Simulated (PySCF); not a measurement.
SiCl2FI, SMILES [Si](F)(Cl)(I)Cl. Heavy atoms are numbered as in [F:1][Si:2]([Cl:3])([Cl:4])[I:5].

Geometry: PBE0-D3(BJ)/def2-SVP. The structure was generated by enumeration, and PubChem lists no compound with its InChIKey, so it may never have been made. The def2 effective core potentials stand for the cores of I; spin–orbit coupling is left out.

These are PBE/def2-TZVP (PySCF) values and carry that method's errors.

ESP charges are fitted to the potential on shells at 1.4 to 2.0 van der Waals radii. Atomic charges (e), one atom of each kind:

```json
[
 {"atom": "F1", "Mulliken": "-0.23", "ESP fit": "-0.03"},
 {"atom": "Si2", "Mulliken": "0.58", "ESP fit": "-0.14"},
 {"atom": "Cl3", "Mulliken": "-0.14", "ESP fit": "0.05"},
 {"atom": "I5", "Mulliken": "-0.06", "ESP fit": "0.08"}
]
```

Computed Mayer and Wiberg (Löwdin basis) orders of the bonds:
| bond | Mayer | Wiberg |
|---|---|---|
| F1–Si2 | 1.19 | 1.76 |
| Si2–Cl3 | 1.25 | 1.91 |
| Si2–Cl4 | 1.25 | 1.91 |
| Si2–I5 | 1.23 | 1.75 |
